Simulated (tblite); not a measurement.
Species: C₅H₃OP.
SMILES: `P#Cc1ccoc1`

Computed values, GFN2-xTB/tblite, gas phase, harmonic and unscaled. Errors from tens to a few hundred cm⁻¹ against measured bands are possible.

Harmonic wavenumbers (cm⁻¹): 106.9, 120.0, 381.4, 441.0, 473.4, 589.9, 620.8, 737.1, 782.4, 826.0, 849.6, 943.0, 1033.9, 1067.7, 1150.1, 1196.5, 1217.4, 1327.4, 1446.4, 1541.0, 1755.1, 3170.2, 3173.5, 3194.7.

A = 9494, B = 1144, C = 1021 MHz; mass 109.992 u (most abundant isotopes); point group Cs, symmetry number 1.

Question: What is the zero-point energy?

Answer: ½Σν̃ = 14073 cm⁻¹ = 168.35 kJ/mol.

Question: What is S at 350 K and 1 bar for an ideal gas of classical rigid rotors and harmonic oscillators?

Answer: Translation 170.81, rotation 118.16, vibration 57.76: S = 346.7 J/(mol K).

Question: And Cp and H(350 K) − H(0)?

Answer: Cp = 107.87 J/(mol K), of which vibrations give 74.61 (their classical limit is 24 R = 199.5); H(350 K) − H(0) = 23.26 kJ/mol without the zero-point energy, 11.62 from vibrations.

Question: Blend soft modes into free rotors: weight 1/[1 + (100 cm⁻¹/ν̃)⁴] for the oscillator and the rest for a rotor with moment μB/(μ + B), μ = h/(8π²ν), B = 10⁻⁴⁴ kg m². What vibrational entropy results?

Answer: 55.74 J/(mol K) in place of 57.76, which changes −T·S at 350 K by +0.70 kJ/mol.

Question: What must be added to the electronic energy to get the Gibbs energy at 350 K and 1 bar?

Answer: ZPE + [H(350 K) − H(0)] − T·S = 168.35 + 23.26 − 121.35 = 70.26 kJ/mol.

Hindered rotation and anharmonicity are outside this model.

The run took 0.23 s of wall time on Arm Neoverse V1, one thread, shared host with 32 logical CPUs at a one-minute load of 29. This covers the Hessian and the dipole derivatives.
